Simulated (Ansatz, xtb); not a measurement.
## Relative energy of two isomers of C6H6ClF

Structure I: `F[C@H]1C=C[C@@H](Cl)C=C1`, a singlet. Structure II: `F[C@@H]1C=CCC=C1Cl`, a singlet. Both are isolated molecules in the gas phase, relaxed with PBE-D3(BJ)/def2-SVP.

Q: Estimate E(II) − E(I) at the level CCSD(T)/def2-SVP + ΔMP2/def2-TZVPP.

A: Calculated at CCSD(T)/def2-SVP + ΔMP2/def2-TZVPP: E(II) − E(I) = −0.052 eV, so structure II lies lower.

The same difference at several levels:

```tsv
level	geometry	E(II) − E(I) (eV)	departure from the last row (eV)	job, with rough time for the two
GFN2-xTB	GFN2-xTB	−0.180	−0.128	optimisation, 0.17 s
HF/STO-3G	GFN2-xTB	−0.091	−0.039	single point, 0.36 s
r2SCAN-D4/def2-SVP	GFN2-xTB	−0.130	−0.078	single point, 3.6 s
PBE-D3(BJ)/def2-SVP	PBE-D3(BJ)/def2-SVP	−0.142	−0.090	optimisation, 23 s
HF/def2-SVP	PBE-D3(BJ)/def2-SVP	−0.014	+0.038	part of the CCSD(T) run
MP2/def2-SVP	PBE-D3(BJ)/def2-SVP	−0.117	−0.065	part of the CCSD(T) run
CCSD(T)/def2-SVP	PBE-D3(BJ)/def2-SVP	−0.091	−0.039	single point
CCSD(T)/def2-SVP + ΔMP2/def2-TZVPP	PBE-D3(BJ)/def2-SVP	−0.052		single point, 76 s
```

As drawn, both hold the same kinds of bond in the same numbers.

HF/def2-SVP finds them nearly level. The largest departure from CCSD(T)/def2-SVP + ΔMP2/def2-TZVPP is that of GFN2-xTB, 0.128 eV. The last row adds to CCSD(T) the change of the MP2 difference between the two basis sets, here +0.039 eV.

With thermal terms from frequencies at re-optimised GFN2-xTB minima (ideal gas, soft modes damped towards free rotors, one conformer each, 298.15 K, 1 atm): the zero-point term adds +0.005 eV; ΔH is −0.044 and ΔG −0.050 eV.

The correlated steps freeze 12 core orbitals. Programs: Ansatz 0.2.0, xtb 6.7.1; the last row on 4 threads of Arm Neoverse V2 on a shared host.
